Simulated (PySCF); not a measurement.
Species: C₄H₁₄BN.
Structure used (PBE0-D3(BJ)/def2-SVP), in Å, numbered top down from 1:
```
atom  x, y, z in Å
B1     1.728   -1.014   -0.314
N2     0.804    0.312   -0.099
C3     1.142    0.998    1.155
C4    -0.658    0.072   -0.308
C5    -1.269   -0.729    0.826
C6    -1.405    1.370   -0.575
H7     1.379   -1.492   -1.388
H8     2.882   -0.597   -0.334
H9     1.527   -1.763    0.634
H10    1.096    0.921   -0.866
H11    2.212    1.235    1.138
H12    0.558    1.921    1.293
H13    0.964    0.315    1.994
H14   -0.685   -0.546   -1.218
H15   -0.664   -1.619    1.044
H16   -1.371   -0.131    1.745
H17   -2.276   -1.058    0.535
H18   -2.444    1.148   -0.858
H19   -1.442    2.021    0.313
H20   -0.953    1.938   -1.404
```

Method: delta-SCF UKS SCAN, pcX-2 on the ionised atom, pcseg-1 elsewhere, spin-free X2C in PySCF. Each 1s hole has a ground state of its own, since the core basis sits on the ionised atom alone.

| ionised atom | basis functions | E(ground) (Eh) | binding energy (eV) |
| --- | --- | --- | --- |
| B1 | 185 | -240.39329 | 193.372 |
| C3 | 185 | -240.39931 | 292.048 |
| C4 | 185 | -240.40087 | 292.004 |
| C5 | 185 | -240.39871 | 290.907 |
| C6 | 185 | -240.39866 | 291.246 |
| N2 | 185 | -240.40999 | 406.751 |

Problem. Fill in the total energy of each core-ionised state.

Solution. With binding energy = E(ionised) − E(ground) and 27.2114 eV a hartree:

| atom | binding energy (Eh) | E(ionised) (Eh) |
| --- | --- | --- |
| B1 | 7.1063 | -233.2870 |
| C3 | 10.7326 | -229.6667 |
| C4 | 10.7309 | -229.6699 |
| C5 | 10.6906 | -229.7081 |
| C6 | 10.7031 | -229.6956 |
| N2 | 14.9478 | -225.4622 |

Problem. How much do the ground-state energies differ, and what would follow from using one of them for all holes?

Solution. They run from -240.4100 Eh (core basis on N2) to -240.3933 Eh (on B1), 0.0167 Eh or 0.45 eV apart, though the state is the same; only basis and grid differ. Pairing the ion of B1 with the ground state of N2 would put its binding energy 0.45 eV too high.

The listed C 1s values span 1.14 eV, from C5 (bonded to C and 3 H) to C3 (bonded to N and 3 H). The widest gap between neighbouring values is 0.75 eV, between 291.25 and 292.00 eV. Summing the Pauling electronegativity differences to the bonded atoms, each weighted by its formal bond order, gives -1.05 for the lowest site and -0.56 for the highest; the largest sum, +0.14, belongs to C4, 0.05 eV below the top. The values 292.00 and 292.05 eV lie too close for their order to be trusted.

Only 1s holes are shown. One conformer (not necessarily the lowest) at the PBE0-D3(BJ)/def2-SVP geometry, without solvent, vibrations or thermal averaging.
